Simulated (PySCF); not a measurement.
First SCF of a structure search on quartet Pb₃S⁺, at a hand-made trigonal pyramidal geometry. PySCF input:

```python
from pyscf import gto, scf, dft
mol = gto.M(atom='''
S      0.000000     0.000000     0.000000
Pb     2.137300     0.000000     1.136400
Pb    -1.068600     1.850900     1.136400
Pb    -1.068600    -1.850900     1.136400''',
    basis={'S': 'def2-SVP', 'Pb': 'def2-SVP'},
    ecp={'Pb': 'def2-SVP'},
    charge=1, spin=3)
mf = dft.UKS(mol, xc='PBE0')
mf.grids.atom_grid = (50, 194)
aux = {'S': 'def2-universal-JKFIT', 'Pb': 'def2-universal-JKFIT'}
mf = mf.density_fit(auxbasis=aux)
mf.conv_tol = 1e-08
mf.diis_space = 10
mf.max_cycle = 60
mf.init_guess = 'huckel'
mf.verbose = 4
mf.kernel()
```

Excerpt of the output (cycles alone):

```
init E= -976.097464921766
cycle= 1 E= -976.323303318375  delta_E= -0.226  |g|= 0.274  |ddm|= 1.83
cycle= 2 E= -976.333133212226  delta_E= -0.00983  |g|= 0.254  |ddm|= 0.959
cycle= 3 E= -976.376214638658  delta_E= -0.0431  |g|= 0.0152  |ddm|= 0.426
cycle= 4 E= -976.3764489194  delta_E= -0.000234  |g|= 0.00732  |ddm|= 0.0495
cycle= 5 E= -976.376501156606  delta_E= -5.22e-05  |g|= 0.00505  |ddm|= 0.0209
cycle= 6 E= -976.37652575308  delta_E= -2.46e-05  |g|= 0.000937  |ddm|= 0.0108
cycle= 7 E= -976.376530627288  delta_E= -4.87e-06  |g|= 0.000292  |ddm|= 0.00828
cycle= 8 E= -976.376531058071  delta_E= -4.31e-07  |g|= 8.38e-05  |ddm|= 0.00257
cycle= 9 E= -976.376531093621  delta_E= -3.56e-08  |g|= 6.21e-05  |ddm|= 0.000826
cycle= 10 E= -976.376531098503  delta_E= -4.88e-09  |g|= 1.94e-05  |ddm|= 0.000197
Extra cycle  E= -976.376531098162  delta_E= 3.41e-10  |g|= 3.38e-05  |ddm|= 0.000128
converged SCF energy = -976.376531098162  <S^2> = 3.7577872  2S+1 = 4.0038917
```

No lower solution of this spin was found from smeared starts or by a stability analysis within the unrestricted form.

With an element this heavy the missing spin–orbit coupling can shift these numbers.

The search for the lowest solution, 3 starts and the stability check together, took 26 s on 2 threads of a shared Arm Neoverse V2 host, with 96 basis functions; the process peaked at 0.48 GiB.
